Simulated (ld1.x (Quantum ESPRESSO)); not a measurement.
**What one change does to a pseudopotential (nitrogen, PAW)**

ld1.x (Quantum ESPRESSO) 7.5 input, shortened:

```
&input
   title='N', zed=7., rel=1, dft='PBE', iswitch=3,
   config='[He] 2s2 2p3 3d-2'
 /
 &inputp
   pseudotype=3, lpaw=.true., tm=.true., lloc=-1, rcloc=1.15,
   nlcc=.true., new_core_ps=.true.,
   which_augfun='BESSEL', rmatch_augfun=0.95
 /
6
2S  1  0   2.00   0.00  0.85  1.15  0.0
2S  1  0   0.00  -0.95  0.85  1.15  0.0
2P  2  1   3.00   0.00  1.15  1.35  0.0
2P  2  1   0.00   3.10  1.15  1.35  0.0
3D  3  2  -2.00  -0.10  1.00  1.25  0.0
3D  3  2  -2.00   1.55  1.00  1.25  0.0
 &test
   configts(1)='2s2 2p3'
 /
```

Change: waves 2s (bound): rcut 0.85, rcutus 1.04 bohr; 2s channel at -0.95 Ry: rcut 0.85, rcutus 1.04 bohr.

Cutoffs: the cutoffs (Ry, on a coarse ladder) from which the occupation-weighted sum of valence levels, in a spherical-Bessel basis at the reference potential, stays within 10 and 1 mRy of its value at 400 Ry; they do not see the model core or the augmentation charge, which bear on the density cutoff. Errors are all-electron minus pseudo energies relative to the spin-unpolarised reference configuration.

Problem. What does the change do?

Solution. The potential gets neither clearly harder nor softer (35 Ry and 45 Ry → 35 Ry and 50 Ry); the p channel sets the loose cutoff, while the largest relative change is in s, which becomes softer; of the 7 tests that both files solve, the error grows in 1 and shrinks in 1 by more than 15 % and 0.3 meV (median size 0.6 → 0.6 meV); neither file shows a bound ghost.

```tsv
quantity	base	changed
cutoff, loose	35 Ry	35 Ry
cutoff, tight	45 Ry	50 Ry
loose cutoff by channel (10 mRy a level)	s 12 Ry, p 30 Ry	s 10 Ry, p 30 Ry
bound ghosts	none	none
error for 2s2 2p2, meV [ΔE 13.59 eV]	-0.3	-0.4
error for 2s2 2p1, meV [ΔE 42.45 eV]	+0.4	-0.3
error for 2s2 2p0, meV [ΔE 89.53 eV]	+7.9	+3.3
error for 2s1 2p0, meV [ΔE 167.35 eV]	-8.1	-15
error for 2s2 2p2.5, meV [ΔE 5.09 eV]	-0.2	-0.2
error for 2s0 2p5, meV [ΔE 23.04 eV]	-1.8	-2.0
error for 2s1 2p4, meV [ΔE 11.51 eV]	-0.6	-0.6
s: phases at 1.51 bohr within 0.05 rad from the reference energy up to (Ry; the scan ends near 5)	to the end of the scan	to the end of the scan
p: phases at 1.51 bohr within 0.05 rad from the reference energy up to (Ry; the scan ends near 5)	to the end of the scan	to the end of the scan
d: phases at 1.51 bohr within 0.05 rad from the reference energy up to (Ry; the scan ends near 5)	to the end of the scan	to the end of the scan
lowest overlap eigenvalue by channel	s 0.55, p 0.91, d 0.90	s 0.55, p 0.91, d 0.90
```
